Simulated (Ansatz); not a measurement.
Geometry optimisation, Ansatz 0.2.0, RKS PBE0/def2-SVP.

input.yaml

```yaml
crystal:
  periodic: [false, false, false]
  atoms:
    - { symbol: Zr, position_ang: [0.085485, -0.356551, 0.031076] }
    - { symbol: "N", position_ang: [-0.001385, -0.256536, 2.190927] }
    - { symbol: H, position_ang: [0.039412, -1.088591, 2.776478] }
    - { symbol: H, position_ang: [0.318269, 0.53649, 2.745726] }
    - { symbol: O, position_ang: [1.872033, -0.176414, -0.592514] }
    - { symbol: H, position_ang: [2.773157, -0.041981, -0.8831] }
    - { symbol: O, position_ang: [-0.881431, 1.158453, -0.644888] }
    - { symbol: H, position_ang: [-1.783564, 1.446391, -0.455356] }
    - { symbol: Cl, position_ang: [-0.809235, -2.462469, -0.598696] }
    - { symbol: Cl, position_ang: [-3.317115, 0.438913, 1.323071] }
    - { symbol: H, position_ang: [-2.189725, 0.212294, 2.011574] }
basis:
  gaussian: { orbitals: def2-SVP }
hamiltonian:
  xc: pbe0
relax:
  f_tol: 0.03
  max_steps: 50
```

Launched with:

```bash
$ ansatz run input.yaml --threads 4 --pin off --max-ram 5120MiB --backend cpu --events-out ev --progress --plain --runs-dir out
```

Question: Where does it end, and by what steps?

Answer: The forces met the threshold. The force dipped under the threshold on the way, but the program's further checks kept it going. After 30 steps the energy has fallen by 2.053 eV; H8 moved furthest, 2.07 Å. Parted: Cl10–H11 (1.34 → 3.05 Å). Joined: Zr1–Cl10 (3.73 → 2.41 Å), N2–H11 (2.25 → 1.02 Å).

| step | energy less start (eV) | largest force component (eV/Å) | accepted |
| --- | --- | --- | --- |
| 0 | 0.0000 | 1.481 | yes |
| 2 | -0.2044 | 0.749 | yes |
| 4 | -0.2271 | 0.155 | yes |
| 6 | -0.2388 | 0.110 | yes |
| 8 | -0.2925 | 0.807 | yes |
| 10 | -0.4112 | 0.652 | yes |
| 12 | -0.9174 | 0.719 | yes |
| 14 | -1.3914 | 1.070 | yes |
| 16 | -1.6196 | 0.824 | yes |
| 18 | -1.7100 | 0.236 | yes |
| 20 | -1.7944 | 0.644 | yes |
| 22 | -1.9137 | 0.293 | yes |
| 24 | -2.0117 | 0.250 | yes |
| 26 | -2.0513 | 0.035 | yes |
| 28 | -2.0514 | 0.260 | no |
| 30 | -2.0526 | 0.002 | yes |

```xyz
11
Properties=species:S:1:pos:R:3
Zr -0.673 0.105 0.155
N -0.170 -0.706 2.396
H 0.332 -1.594 2.366
H 0.419 -0.036 2.892
O 1.217 0.523 0.248
H 1.835 0.916 -0.375
O -1.103 0.728 -1.595
H -1.431 1.005 -2.450
Cl -1.202 -2.227 -0.134
Cl -2.114 1.544 1.439
H -1.005 -0.849 2.964
```

Whether the end is a true minimum wasn't checked by a vibrational analysis.

The run took 4.8 min on 4 threads of AMD EPYC 7571, with other jobs on the host, peak memory 0.41 GiB.
